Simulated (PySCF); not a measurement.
# Vertical excitation energies

Compound: C₆H₁₀S.
Atom-mapped SMILES: `[SH:1][C@H:2]1[C@@H:3]2[CH2:4][CH2:5][C@H:6]1[CH2:7]2` (hydrogens: H8 on S1; H9 on C2; H10 on C3; H11, H12 on C4; H13, H14 on C5; H15 on C6; H16, H17 on C7)

Structure used (GFN2-xTB), in Å, numbered top down from 1:
```
atom  x, y, z in Å
S1     2.1640    1.5588   -0.6794
C2     0.5546    0.9894   -0.0475
C3    -0.2519    0.1646   -1.0623
C4    -1.5364   -0.0866   -0.2710
C5    -0.9101   -0.4708    1.0916
C6     0.5690   -0.3420    0.7216
C7     0.6123   -1.0361   -0.6476
H8     2.6625    1.8772    0.5134
H9     0.0568    1.8414    0.4171
H10   -0.3476    0.4779   -2.0974
H11   -2.1265   -0.8935   -0.7031
H12   -2.1615    0.8035   -0.2075
H13   -1.1635   -1.4847    1.3983
H14   -1.1956    0.2132    1.8907
H15    1.3031   -0.5460    1.4966
H16    0.1645   -2.0243   -0.7219
H17    1.5992   -1.0299   -1.1015
```

Method used: PySCF 2.14.0, density-fitted response routines, TDDFT PBE0/def2-SVPD, vertical, gas phase, core orbitals frozen in the response.

```csv
state,E (eV),λ (nm),ν̃ (cm⁻¹),f,|μ| (D),"main configurations (H = HOMO, L = LUMO)"
S1,5.53,224.2,44600,0.0053,0.50,H→L (88%)
S2,6.15,201.7,49590,0.029,1.11,H→L+1 (88%)
S3,6.88,180.3,55460,0.0062,0.49,"H→L+2 (72%), H→L+1 (8%)"
S4,6.97,178.0,56190,0.019,0.84,H→L+4 (84%)
S5,7.02,176.7,56590,0.0038,0.38,"H→L+3 (84%), H→L+2 (8%)"
S6,7.54,164.5,60800,0.0095,0.58,"H→L+5 (71%), H→L+6 (19%)"
```

Triplets (Tamm–Dancoff): T1 5.10 eV, H→L (79%), H→L+2 (8%); T2 5.73 eV, H→L+1 (84%).

The lowest singlet lies at 5.53 eV (224 nm, ultraviolet) and is weak; its leading configuration is HOMO→LUMO (88%). The strongest level in the table is S2 at 6.15 eV (202 nm, f = 0.029). Löwdin shares by element: HOMO sulfur 70%, carbon 14% or more, hydrogen 6% or more; LUMO sulfur 41%, hydrogen 20% or more, carbon 6% or more (atoms not listed hold the other 33%). Weighted by f, the mean energy of these states is 6.61 eV. Of the 6 states listed, 2 reach f = 0.01 and none stays under 0.0005. Orbital energies (eV): HOMO-3 -9.17, HOMO-2 -8.84, HOMO-1 -8.61, HOMO -6.71, LUMO 0.35, LUMO+1 0.76, LUMO+2 1.15. The window holds the lowest 6 singlets.

The run took about 90 s of CPU time (one thread, shared machine).

One conformer stands for the species.
